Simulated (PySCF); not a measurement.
# Zn (zinc, neutral): UHF calculation

Configuration: [Ar] 3d10 4s1 5s1, high-spin 3S determinant (an excited configuration). All numbers are calculated (PySCF 2.14, scalar relativity by spin-free X2C-1e, in aug-cc-pVQZ-DK (9s8p6d4f3g2h, 140 functions)).

| Item | Value |
| --- | --- |
| Total energy | -1794.077138 hartree |
| One-electron energy | -2499.0155 hartree |
| Hartree (Coulomb) energy | 775.4000 hartree |
| Exchange energy | -70.4616 hartree |
| ⟨S²⟩ | 2.0010 |
| ⟨L²⟩ | 0.000 |
| Sum of ⟨r⟩ | 26.53 bohr |
| Sum of ⟨r²⟩ | 90.78 bohr² |
| Langevin diamagnetic susceptibility | -71.9 ×10⁻⁶ cm³/mol |
| Time after the integrals | about 6 core-seconds |

```tsv
shell	electrons	mean orbital energy (hartree)	rms radius, mean of both spins (bohr)
1s α	1	-357.74458	0.0580
1s β	1	-357.74022	0.0580
2s α	1	-45.52320	0.244
2s β	1	-45.51993	0.244
2p β	3	-39.33151	0.219
2p α	3	-39.33079	0.219
3s α	1	-5.99875	0.732
3s β	1	-5.98821	0.732
3p α	3	-4.07505	0.777
3p β	3	-4.07477	0.777
3d α	5	-0.96113	0.999
3d β	5	-0.96016	0.999
4s α	1	-0.48677	2.70
5s α	1	-0.09426	8.27
```

The outer electron is Rydberg-like, and this basis confines it to a smaller radius and binds it less than a complete one would.

Densities and radii are taken from the X2C orbitals without a picture-change correction, which distorts them close to the nucleus.
